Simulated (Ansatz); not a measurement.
# Energy profile

The step: BCl₃ ([Cl][B]([Cl])[Cl]) + H₂O → BHCl₂O ([OH][B]([Cl])[Cl]) + HCl; bonds formed: Cl2–H5; dative contacts that become bonds: B1–O6; bonds broken: B1–Cl2, H5–O6 (atoms numbered as in the saddle structure below).

B1  (-0.098, -0.528, 0.236)
Cl2  (1.839, 0.591, 0.168)
Cl3  (-0.094, -1.731, -1.059)
Cl4  (-0.338, -1.034, 1.898)
H5  (0.459, 1.185, -0.095)
O6  (-0.714, 0.768, -0.121)
H7  (-1.055, 0.749, -1.025)
(Å)

Electronic energies by CCSD(T) at an estimated basis limit (MP2 extrapolated from triple and quadruple zeta, plus CCSD(T) − MP2 in triple zeta), on PBE0-D4/def2-TZVP structures; BH$_{2}$Cl$_{3}$O, closed shell; no counterpoise correction. Program: Ansatz 0.2.0. Basis: def2-TZVPP and def2-QZVPP. Cores are frozen in the correlated methods. Extrapolation: Hartree–Fock as exp(−7.88 √X), correlation as X^−2.97.

Task: Give the profile in kcal/mol, counted from the separated reactants. (An estimate is asked for; the value comes from the calculation.)

Result: Computed:
| point | kcal/mol |
| --- | --- |
| separated: BCl$_{3}$ (linked as [Cl][B]([Cl])[Cl]; B1, Cl2, Cl3, Cl4; singlet) + H$_{2}$O (H5, O6, H7; singlet) | 0.00 |
| start structure | -7.52 |
| saddle | 12.37 |
| end structure | -15.98 |
| separated: BHCl$_{2}$O (linked as [OH][B]([Cl])[Cl]; B1, Cl3, Cl4, O6, H7; singlet) + HCl (Cl2, H5; singlet) | -12.66 |

The T1 diagnostic stays at or below 0.012.

The step is the kind of ligand exchange by which a precursor binds to a hydroxyl group, or is hydrolysed, in atomic layer deposition of oxides.

For scale, one of the runs: CCSD(T)/def2-TZVPP, 216 basis functions, launched by `ansatz run in.yaml --threads 4 --pin off --events-out ev --progress --plain --max-ram 9574MiB`. Time: 32 s of wall clock on 4 CPU threads of an AMD EPYC 9R45; the host was shared. Peak host memory: 3 GiB.
